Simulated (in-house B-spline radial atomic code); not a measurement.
Cd⁶⁺: [Ar] 3d10 4s2 (4p1/2)2 (4p3/2)3 (4d3/2)3 (4d5/2)3 7s1 (an excited or competing configuration)

Computed with a radial B-spline atomic code at the basis-set limit: Dirac-Hartree-Fock, average of the jj configuration, Fermi nucleus of rms radius 4.6087 fm.

Screening seen three ways: the hydrogenic charge with the same mean radius, Z_r = [3n² - l(l+1)]/(2<r>), the one with the same energy, Z_e = n√(-2ε), and Slater's rules. Values are occupation-weighted means over j. An effective charge above Z reflects the relativistic contraction of the inner shells.

```json
{"shell": "1s", "electrons": "2", "ε (eV)": "-26988", "<r> (bohr)": "0.03039", "Z_r": "49.36", "Z_e": "44.54", "Slater": "47.70"}
{"shell": "2s", "electrons": "2", "ε (eV)": "-4196.3", "<r> (bohr)": "0.131", "Z_r": "45.79", "Z_e": "35.12", "Slater": "43.85"}
{"shell": "2p", "electrons": "6", "ε (eV)": "-3774", "<r> (bohr)": "0.1147", "Z_r": "43.58", "Z_e": "33.31", "Slater": "43.85"}
{"shell": "3s", "electrons": "2", "ε (eV)": "-915.52", "<r> (bohr)": "0.3557", "Z_r": "37.96", "Z_e": "24.61", "Slater": "36.75"}
{"shell": "3p", "electrons": "6", "ε (eV)": "-772.84", "<r> (bohr)": "0.3549", "Z_r": "35.22", "Z_e": "22.61", "Slater": "36.75"}
{"shell": "3d", "electrons": "10", "ε (eV)": "-548.83", "<r> (bohr)": "0.3332", "Z_r": "31.52", "Z_e": "19.05", "Slater": "26.85"}
{"shell": "4s", "electrons": "2", "ε (eV)": "-235.96", "<r> (bohr)": "0.8551", "Z_r": "28.07", "Z_e": "16.66", "Slater": "20.60"}
{"shell": "4p", "electrons": "5", "ε (eV)": "-191.57", "<r> (bohr)": "0.9112", "Z_r": "25.24", "Z_e": "15.01", "Slater": "20.60"}
{"shell": "4d", "electrons": "6", "ε (eV)": "-123.19", "<r> (bohr)": "1.048", "Z_r": "20.04", "Z_e": "12.04", "Slater": "11.25"}
{"shell": "7s", "electrons": "1", "ε (eV)": "-26.703", "<r> (bohr)": "5.395", "Z_r": "13.62", "Z_e": "9.81", "Slater": "7.00"}
```

The least bound orbital is 7s1/2 at -26.7 eV, and it is also the most diffuse (<r> = 5.395 bohr).

For the 1s electron the small component carries 3.1 % of the norm, the zero-frequency Breit interaction raises the level by 59.41 eV, self-energy by 33.35 eV, and vacuum polarisation lowers it by 4.252 eV.

The density falls to 0.001 bohr⁻³ at 3.162 bohr; Σ<r²> = 48.916 bohr² gives, by the non-relativistic formula and without the paramagnetism of open shells, a Langevin diamagnetic susceptibility of -38.74×10⁻⁶ cm³/mol.
